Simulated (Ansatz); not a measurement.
Input file for Ansatz (a first-principles code): R-wB97X-V/def2-TZVPP on C3H10Si (SMILES CC[SiH2]C), a point of a torsion scan.

Ansatz 0.2 input:
```yaml
crystal:
  periodic: [false, false, false]
  atoms:
    - {symbol: C, position_ang: [1.93046215, 0.28165666, -0.79056793]}
    - {symbol: C, position_ang: [0.92503585, 0.44566109, 0.34550933]}
    - {symbol: Si, position_ang: [-0.60983761, -0.67891045, 0.16688688]}
    - {symbol: C, position_ang: [-0.41100568, -2.20491960, 1.27997633]}
    - {symbol: H, position_ang: [2.79161086, 0.93278157, -0.64523989]}
    - {symbol: H, position_ang: [1.47307794, 0.53190729, -1.74501863]}
    - {symbol: H, position_ang: [2.28819860, -0.74453413, -0.84537070]}
    - {symbol: H, position_ang: [1.42830142, 0.24561845, 1.29328937]}
    - {symbol: H, position_ang: [0.61207194, 1.49049904, 0.38046125]}
    - {symbol: H, position_ang: [-1.81247837, 0.06231082, 0.57408848]}
    - {symbol: H, position_ang: [-0.76216075, -1.09753067, -1.23286358]}
    - {symbol: H, position_ang: [0.48572690, -2.76707784, 1.03330395]}
    - {symbol: H, position_ang: [-1.25742722, -2.87682584, 1.17617322]}
    - {symbol: H, position_ang: [-0.34328291, -1.92274352, 2.32706077]}
basis:
  gaussian:
    orbitals: def2-TZVPP
hamiltonian:
  xc: {name: wB97X-V}
scf: {lower_state_search: off}
```

The head of its log:

```
WARN ansatz: RAYON_NUM_THREADS=1 ignored (pool sized by the plan → 1); use --threads N
Functional definition: wB97X-V
these checks for a lower state are left out or cut short: stability, starts, cluster_reference, orbital_swaps, neighbouring_geometries, increment
integrals: 0.28 GiB planned
1421 factors; their error is unknown
integrals: 0.31 GiB planned
379 factors; integrals over basis functions are off by at most 1.1e-5 eV
mean field: 1.59 GiB planned
mean field evaluation 1: about -11146.2285 eV, gradient 4.9e1 eV
mean field evaluation 2: about -11148.7618 eV, gradient 3.6e1 eV
```

### Question
Predict the final total energy.

### Answer
-409.8158 hartree.
